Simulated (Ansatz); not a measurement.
```yaml
crystal:
  periodic: [false, false, false]
  atoms:
    - {symbol: O, position_ang: [0.094142, 0.515363, 1.509523]}
    - {symbol: Ti, position_ang: [0.000807, -0.055085, 0.036918]}
    - {symbol: F, position_ang: [0.814676, -1.542094, -0.371113]}
    - {symbol: F, position_ang: [-0.781162, 1.097716, -1.119384]}
basis:
  gaussian: {orbitals: def2-mTZVP, fitting: {mean_field: cc-pVTZ-jkfit}}
total_charge: 4
hamiltonian: {xc: {name: B2GP-PLYP}}
output: {forces: true}
```

```sh
$ ansatz run in.yaml --threads 4 --pin off --events-out ev --progress --plain --max-ram 10444MiB
```

How does Ansatz answer? (Best estimate.)

Ansatz gave: The input was rejected before any iteration.
```
Functional definition: B2GP-PLYP
Error: <dir> the basis set cc-pVTZ-JKFIT has no functions for Ti
```
